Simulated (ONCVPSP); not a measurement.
rhodium (Rh): one change to an ONCV potential, before and after

```json
{"Element": "rhodium (Rh)", "Generator": "ONCVPSP 4.0.1", "Type": "optimised norm-conserving Vanderbilt (ONCV)", "Functional": "PBE", "Relativity": "scalar-relativistic", "Frozen core": "[Ar] 3d10", "Valence charge": "17", "Reference configuration": "4s2 4p6 4d8 5s1", "Partial waves": "4s+5s: rc 1.80 bohr, ncon 3, nbas 7, qcut 5.8 1/bohr, 3 projectors, debl 1.9 Ha; 4p: rc 1.80 bohr, ncon 4, nbas 7, qcut 6.4 1/bohr, 2 projectors, debl 2.8 Ha; 4d: rc 2.00 bohr, ncon 4, nbas 9, qcut 6.6 1/bohr, 2 projectors, debl 1.6 Ha; f scattering state at 0.47 Ha: rc 1.80 bohr, ncon 4, nbas 7, qcut 7.2 1/bohr, 2 projectors, debl 4 Ha", "Local potential": "polynomial inside 1.30 bohr (lpopt 5, dvloc0 4 Ha)", "Core correction": "none"}
```

Change: local potential polynomial inside 1.80 bohr (lpopt 5, dvloc0 0 Ha).

Cutoffs: the cutoffs (Ha) at which the residual kinetic energy of the hardest occupied pseudo-wave falls to 1 and 0.1 mHa per electron; they do not see the model core or the augmentation charge, which bear on the density cutoff. Errors are all-electron minus pseudo energies relative to the spin-unpolarised reference configuration.

Task: Predict the effect on cutoff, ghosts and configuration errors.

Result: The potential gets neither clearly harder nor softer (18 Ha and 21 Ha → 18 Ha and 21 Ha); the bound ghost in s disappears; the errors of the 4 common tests hardly move. In the separable form a ghost depends on how the local part lies against the semilocal potential of the channel, so the choice of the local part can create or remove one.

```csv
quantity,base,changed
"cutoff, loose",18 Ha,18 Ha
"cutoff, tight",21 Ha,21 Ha
bound ghosts,s,none
GHOST(+) flags under 300 eV,none,none
"error for 4s2 4p6 4d8 5s0, meV [ΔE 7.46 eV]",-1.1,-1.1
"error for 4s2 4p6 4d7 5s0, meV [ΔE 26.97 eV]",-0.9,-0.9
"error for 4s2 4p6 4d6 5s0, meV [ΔE 59.48 eV]",+33,+34
"error for 4s1 4p6 4d8 5s1, meV [ΔE 89.04 eV]",-561,-563
s: phases at 1.83 bohr within 0.05 rad from the reference energy up to (Ha; the scan ends near 5),to the end of the scan,to the end of the scan
p: phases at 1.83 bohr within 0.05 rad from the reference energy up to (Ha; the scan ends near 5),to the end of the scan,to the end of the scan
d: phases at 2.03 bohr within 0.05 rad from the reference energy up to (Ha; the scan ends near 5),to the end of the scan,to the end of the scan
f: phases at 1.83 bohr within 0.05 rad from the reference energy up to (Ha; the scan ends near 5),to the end of the scan,to the end of the scan
```

Base: The cutoffs count occupied waves only; projector 2 of the f channel, the hardest unoccupied one, needs 74 Ha at the loose tolerance. Changed file: The cutoffs count occupied waves only; projector 2 of the f channel, the hardest unoccupied one, needs 74 Ha at the loose tolerance. A true bound ghost makes a file unfit for plane-wave use even where its test errors are small: the radial tests pick states by their node count and pass the ghost by.
